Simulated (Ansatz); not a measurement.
`F[SiH2]I` + `CC(=O)OC1=CC(=O)OC1=O` → `CC(=O)O[SiH2]F` + `O=C1C=C(I)C(=O)O1`  (formal exchange of groups at the Si–I bond)

Calculated with Ansatz (gas phase, PBE0-D4/def2-TZVP geometries, no zero-point term in ΔE). CBS: MP2 limit from def2 TZ/QZ plus the TZ coupled-cluster correction, frozen cores. Functionals use def2-TZVPP. Elements past krypton have def2 core potentials. For I outer-core shells are correlated without core-valence functions, which leaves a few kJ/mol of doubt a bond. One conformer a species, not always the lowest.

CCSD(T)/CBS gives -0.49 eV.

(1) Another level gave -0.31 eV. Which?
A. BLYP/def2-TZVPP
B. RPA@PBE/def2-TZVPP
C. r2SCANh/def2-TZVPP
D. revPBE/def2-TZVPP

Largest T1 diagnostic among the species: 0.016.

## Answers

(1) D. revPBE -0.31, RPA@PBE/def2-TZVPP -0.53, r2SCANh -0.35, BLYP -0.40 eV.

In def2-TZVPP, CCSD(T) changes the Hartree–Fock value by −0.17 eV (the triples alone add −0.01 eV) and MP2 by −0.22 eV. At CCSD(T), def2-SVP lies +0.23 eV from the extrapolated value and def2-TZVPP −0.02 eV. Leaving LDA and LC-ωPBE aside and taking each functional with its dispersion term where it has one, the values, not all of them listed here, spread over 0.16 eV, from B2PLYP to HSE06-D4.
